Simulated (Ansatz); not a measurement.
Question: Name a neutral molecule of C, Cl, N, Zn and H with size of the dipole moment (PBE/def2-TZVPP) between 1.90 and 2.20 D and size of the dipole moment (ωB97M-V/def2-TZVPP) between 1.90 and 2.20 D (Ansatz, PBE0-D4/def2-TZVP geometry).

Answer: `C[N](C)[Zn][Cl]` (2.07 D, 2.01 D). Other molecules can fit too; these were computed, each in one conformer that needn't be the lowest.
